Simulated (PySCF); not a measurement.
# The first ionisation energy along group 10

Calculated with PySCF 2.14 from differences of total energies of unrestricted determinants, without spin-orbit coupling. Values in eV. The last column holds reference values (NIST; (s) semi-empirical, (t) theoretical, else measured). Unmarked ones compare directly (S terms, centres of terms, or small fine structure); those marked * lie between the lowest fine-structure levels and include a spin-orbit shift.

```tsv
element	configurations	UHF	MP2 (valence)	SCS-MP2 (valence)	LDA	PBE0	MP2 (valence and next inner shell)	reference
Ni (def2-QZVPPD, non-relativistic)	[Ar] 3d8 4s2 → [Ar] 3d9	7.720	6.446	6.657	7.011	7.217	5.988	7.640 *
Pd (def2-QZVPPD with the def2 core potential (28 electrons), ECP)	[Kr] 4d10 → [Kr] 4d9	6.250	8.672	8.433	9.232	8.387	8.820	8.512
Pt (def2-QZVPPD with the def2 core potential (60 electrons), ECP)	[Xe] 4f14 5d9 6s1 → [Xe] 4f14 5d9	7.575	8.969	8.753	9.727	9.047	9.167	8.959 *
```

"Valence" correlates the outer s and p shells and, in groups 3 to 12 and the f block, the outer d or f shell, open or full, or the next shell where the ion has no valence electron left; the wider scheme adds the next inner shell.
